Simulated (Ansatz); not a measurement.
All values below come from frozen-core CCSD(T)/def2-TZVPP // TPSS-D3(BJ)/def2-SVP (Ansatz, an electronic-structure program).

Ansatz 0.2 input:
```yaml
crystal:
  periodic: [false, false, false]
  atoms:
    - { symbol: W, position_ang: [-0.09995, -0.048922, 0.080201] }
    - { symbol: O, position_ang: [-1.731884, 0.39248, 0.986081] }
    - { symbol: H, position_ang: [-1.650521, 0.612593, 1.934277] }
    - { symbol: O, position_ang: [-0.062905, -1.955815, 0.076968] }
    - { symbol: H, position_ang: [-0.361471, -2.421156, -0.72843] }
    - { symbol: O, position_ang: [-1.020461, -0.462148, -1.600113] }
    - { symbol: H, position_ang: [-1.198159, 0.318801, -2.15721] }
    - { symbol: O, position_ang: [-0.11683, 1.803575, -0.566367] }
    - { symbol: H, position_ang: [-0.940605, 2.278965, -0.348514] }
    - { symbol: O, position_ang: [0.524986, -0.003638, 1.93206] }
    - { symbol: H, position_ang: [1.464868, -0.215075, 2.0831] }
    - { symbol: O, position_ang: [1.732162, 0.111336, -0.451342] }
    - { symbol: H, position_ang: [2.112544, 1.005049, -0.543174] }
basis:
  gaussian: { orbitals: def2-TZVPP }
correlation:
  method: ccsd_t
```

Output:

```
Functional definition: HF
2090 factors; integrals over basis functions are off by at most 9.9e-4 eV
mean field evaluation 1: about -14119.3138 eV, gradient 9.4e1 eV
mean field evaluation 2: about -14119.7161 eV, gradient 9.4e1 eV
mean field evaluation 4: about -14134.1296 eV, gradient 1.1e1 eV
mean field evaluation 8: about -14134.4409 eV, gradient 1.0e0 eV
mean field evaluation 16: about -14134.4439 eV, gradient 7.2e-6 eV
mean field -14134.44394065 eV, -519.4312341488 hartree, gradient 7.2e-6 eV, S^2 0.000000; 0 other end points of the search recorded, 0 dependent functions left out
6 core orbitals not correlated
reference -14134.44394065 eV, -519.4312341488 hartree; 28, 28 occupied and 292, 292 virtual orbitals, 2090 factors
second order -54.14393693 eV of doubles, -0.00000000 eV of singles
cycle   1  -50.81472325 eV  change     3.3e0 eV  update   2.8e-1
cycle   2  -52.60464230 eV  change    -1.8e0 eV  update   1.6e-1
cycle   3  -53.06638640 eV  change   -4.6e-1 eV  update   5.3e-2
cycle   4  -53.06347713 eV  change    2.9e-3 eV  update   2.3e-2
cycle   5  -53.03548879 eV  change    2.8e-2 eV  update   8.4e-3
cycle   6  -53.03652677 eV  change   -1.0e-3 eV  update   3.9e-3
cycle   7  -53.03955389 eV  change   -3.0e-3 eV  update   2.0e-3
cycle   8  -53.03847534 eV  change    1.1e-3 eV  update   8.7e-4
cycle   9  -53.03840836 eV  change    6.7e-5 eV  update   3.6e-4
cycle  10  -53.03940852 eV  change   -1.0e-3 eV  update   2.1e-4
cycle  11  -53.03889577 eV  change    5.1e-4 eV  update   8.1e-5
cycle  12  -53.03870869 eV  change    1.9e-4 eV  update   4.5e-5
cycle  13  -53.03883184 eV  change   -1.2e-4 eV  update   1.7e-5
cycle  14  -53.03878734 eV  change    4.4e-5 eV  update   1.1e-5
perturbative correction -2.55940342 eV, -0.0940563408 hartree
Total energy: -14190.04213141 eV, -521.4744299734 hartree
```

Cost: about 2.1 core-hours (a rough figure).
